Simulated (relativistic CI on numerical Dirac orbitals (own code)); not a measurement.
## Gd9+: sensitivity of the levels to the model

Base calculation: Dirac-Coulomb-Breit CI, orbitals from a KLI potential per configuration, model QED (radiative potential, 1s self-energy scaled to tabulated hydrogen-like ionisation energies), unscaled Slater integrals.

CI space (outside the closed core [Kr] 4d10): 4f5 5s2 5p2, 4f3 5s2 5p4, 4f7 5s2, 4f7 5s 5p, 4f6 5s2 6s, 4f5 5s2 6s2, 4f4 5s2 5p 6s2. The list is cut by size and lacks configurations that can hold low levels.

Variants: (1) configuration mixing switched off; (2) only the first 3 configurations. Shifts of the energy above 4f5 5s2 5p2 8I°_5/2, in cm⁻¹, for the lowest level and the first level of each name with at least 55 % of one term (blank where a level changes its place among those of its configuration and J or its character, or is not in the variant):

```
               Level     Base   Δ(1)  Δ(2)
 4f5 5s2 5p2 8I°_5/2      0.0    0.0   0.0
 4f5 5s2 5p2 8G°_1/2  10478.5  +41.6  -0.3
 4f5 5s2 5p2 8H°_3/2  32314.0  -12.9  -4.2
 4f5 5s2 5p2 8H°_5/2  33509.0  -37.6  -4.9
4f5 5s2 5p2 8H°_17/2  42452.7  -61.0  -5.0
 4f5 5s2 5p2 8F°_1/2  47615.3  -30.0  -4.6
```

At this charge energies of transitions that change n are usually good to better than 1 %, and those within a shell (Δn = 0) to a few per cent. Terms inside the open d or f shell come out 10 to 20 % too wide with unscaled integrals. Levels and lines within the n = 5 or 6 shells can be off by up to 10 % or somewhat more, and those that change n by about 2 %, since core polarisation is missing.

LS names give the leading component of a level, which can be under half, so a name can repeat, a term be missing and a line seem to break the LS rules.
